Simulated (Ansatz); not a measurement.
Cost and result for the atomization energy of C3H4F4, SMILES `FCC(F)(F)CF` (11 atoms, 10 bonds).

```xyz
11

F     0.305   -0.932   -1.735
C     0.344   -1.190   -0.388
C     0.428    0.114    0.375
F     1.597    0.744    0.092
F     0.444   -0.200    1.696
C    -0.684    1.100    0.090
F    -1.897    0.508    0.341
H    -0.564   -1.722   -0.096
H     1.229   -1.790   -0.159
H    -0.563    1.967    0.743
H    -0.640    1.401   -0.958
```

Charge 0, multiplicity 1. All single points use the PBE0-D4/def2-TZVP geometry. It is one conformer, not always the lowest. Program: Ansatz. All runs use 4 threads of an Arm Neoverse V2 on a shared host. Times are those of one run each, without the atoms' runs, and a repeat can differ threefold. Electronic energies, without spin–orbit coupling; frozen cores. CCSD(T)/CBS adds CCSD(T) − MP2 in def2-TZVPP to the MP2 limit, and its time is that of the two runs behind it. T1 = 0.011. B3LYP takes the VWN-RPA correlation (the form of Gaussian; ORCA's B3LYP/G). HSE06 is the plane-wave form, built on full-range PBE exchange.

CCSD(T)/CBS is a level of theory with its own doubt, some kJ/mol a heavy atom from the limit and from the frozen cores, so smaller differences don't rank the functionals.

```csv
level,functions,wall time
LDA (SPW92)/def2-TZVPP,273,1.4 s
BLYP-D4/def2-TZVPP,273,2.5 s
PBE-D4/def2-TZVPP (with forces),273,2.9 s
BHLYP-D4/def2-TZVPP,273,3.7 s
HSE06-D4/def2-TZVPP,273,4 s
B3LYP-D4/def2-TZVPP (with forces),273,6 s
PBE-QIDH/def2-TZVPP,273,7.5 s
ωB97X-V/def2-TZVPP,273,9 s
ωB97M-V/def2-TZVPP (with forces),273,14 s
CCSD(T)/def2-SVP,118,18 s
MP2/def2-QZVPP,519,33 s
CCSD(T)/def2-TZVPP,273,9.2 min
CCSD(T)/CBS(def2),–,9.8 min
```

What atomization energy does each give, and how far from CCSD(T)/CBS? (An estimate is asked.)

The calculation gave: 
```
                            level  atomization (kcal/mol)  difference from CCSD(T)/CBS  per bond
           LDA (SPW92)/def2-TZVPP                  1244.1                        198.3      19.8
               BLYP-D4/def2-TZVPP                  1048.4                          2.6       0.3
  PBE-D4/def2-TZVPP (with forces)                  1084.9                         39.1       3.9
              BHLYP-D4/def2-TZVPP                   997.0                        -48.8      -4.9
              HSE06-D4/def2-TZVPP                  1053.4                          7.6       0.8
B3LYP-D4/def2-TZVPP (with forces)                  1041.6                         -4.2      -0.4
              PBE-QIDH/def2-TZVPP                  1040.8                         -5.0      -0.5
               ωB97X-V/def2-TZVPP                  1050.2                          4.4       0.4
 ωB97M-V/def2-TZVPP (with forces)                  1050.2                          4.4       0.4
                 CCSD(T)/def2-SVP                   998.8                        -47.0      -4.7
                   MP2/def2-QZVPP                  1068.4                         22.6       2.3
               CCSD(T)/def2-TZVPP                  1018.6                        -27.2      -2.7
                CCSD(T)/CBS(def2)                  1045.8                          0.0       0.0
```

From PBE to PBE0 (25 % exact exchange), in def2-TZVPP and without D4, the atomization energy moves by −31.7 kcal/mol: exact exchange takes away binding that semilocal exchange gives to molecules. Leaving LDA and LC-ωPBE aside and taking each functional with its dispersion term where it has one, the values spread over 87.9 kcal/mol, from BHLYP-D4 to PBE-D4. LDA lies +163.7 kcal/mol from PBE without D4, its usual overbinding. At CCSD(T), def2-SVP lies −47.1 kcal/mol from the extrapolated value and def2-TZVPP −27.3 kcal/mol: correlation converges slowly with the basis, and small sets miss more of it in the bonded molecule than in its fragments.
